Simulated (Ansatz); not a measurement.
The same hydrolysis along the group C, Ge, Sn.

Program: Ansatz. Geometries: PBE0-D4/def2-TZVP. ΔE: electronic, gas phase. CCSD(T)/CBS adds triple-zeta CCSD(T) − MP2 to the extrapolated MP2 energy (def2 sets, frozen cores). This one scheme is used for every species. def2 core potentials past Kr. For Ge, Sn outer-core shells are correlated without core-valence functions, which leaves a few kJ/mol of doubt a bond. Scalar relativity is left out up to krypton. One conformer a species, not always the lowest.

```
                                     reaction  CCSD/CBS(def2) (kJ/mol)  CCSD(T)/CBS(def2) (kJ/mol)
                    `FCS` + H₂O → `OCF` + H₂S                        3                           5
`[F][GeH2][SH]` + H₂O → `[OH][GeH2][F]` + H₂S                       11                          13
`[F][SnH2][SH]` + H₂O → `[OH][SnH2][F]` + H₂S                       39                          40
```

Largest T1 diagnostic: 0.014, for `[OH][SnH2][F]`.
